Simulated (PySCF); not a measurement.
Dipole moment and polarisability of `C[C@@H](F)C(F)(F)F`

Compound: C3H4F4.
Geometry (PBE0-D3(BJ)/def2-SVP, Å), atoms numbered from 1 in this order:
```
atom  x, y, z in Å
C1     1.0725   -0.7362   -0.1869
C2     0.2795    0.5379   -0.0524
F3     0.3342    1.2567   -1.2170
C4    -1.1902    0.2858    0.2564
F5    -1.8661    1.4276    0.3413
F6    -1.3021   -0.3500    1.4276
F7    -1.7695   -0.4675   -0.6769
H8     1.0494   -1.3069    0.7515
H9     0.6558   -1.3557   -0.9933
H10    2.1160   -0.4941   -0.4286
H11    0.6668    1.1697    0.7656
```

Level: CAM-B3LYP/def2-SVPD (PySCF), static field, nuclei fixed, core orbitals frozen in the response. The polarisability tensor in these axes (au):

```
x   42.63 -1.92 -0.79
y   -1.92 41.32 -0.28
z   -0.79 -0.28 40.26
```

Task: Diagonalise the tensor; give its mean and Δα, where Δα² is half the sum of the squared differences of the eigenvalues.

Result: Principal values 39.37, 40.77 and 44.07 au; mean 41.40 au = 6.14 Å³ = 6.83 × 10⁻⁴⁰ C²·m²/J; Δα = 4.17 au (10 % of the mean).

Task: What is the dipole moment, and where does it point?

Result: (2.11, -0.91, 0.99) D, 2.50 D in size, pointing from the negative to the positive side. Measured along this direction, the outermost atoms are F5 at the negative end and H10 at the positive end.

Task: How large is μ²/3kT at 273 K beside α?

Result: In Gaussian units μ²/3kT = 55.19 Å³ against 6.14 Å³, a ratio of 9.00; the Debye molar polarisation (4π/3)N_A(α + μ²/3kT) is 154.7 cm³/mol, leaving out the vibrational part.

Task: What are the principal values of the traceless quadrupole moment, Θ = ½Σq(3rr − r²1), about the centre of nuclear charge?

Result: -5.52, 1.65, 3.87 D·Å. The values depend on the origin, since the dipole doesn't vanish. The electronic extent ⟨r²⟩ about the same centre is 652 bohr², a root-mean-square distance of 1.77 Å for the 58 electrons.

Task: Directions of the eigenvectors, and the extent of the frame along each?

Result: Largest value along (0.82, -0.56, -0.13), where the nuclei span 4.43 Å; middle along (-0.28, -0.58, 0.76), 3.41 Å; least along (0.50, 0.59, 0.64), 3.10 Å. The response follows the extents in order.

Task: Rayleigh depolarisation ratio (linearly polarised light, static tensor)?

Result: ρ = 3Δα²/(45ᾱ² + 4Δα²) = 52.3/(77140 + 69.7) = 0.000677.

Task: Find the Langevin capture rate constant for H3O+ (19.018 u) meeting this molecule (116.025 u), k = 2.342 × 10⁻⁹ cm³/s × √(α in Å³ / reduced mass in u).

Result: The reduced mass is 16.34 u, so k = 1.44 × 10⁻⁹ cm³/s. The formula leaves out the permanent dipole, which adds to the capture rate.

Isolated species at its PBE0-D3(BJ)/def2-SVP geometry, gas phase.
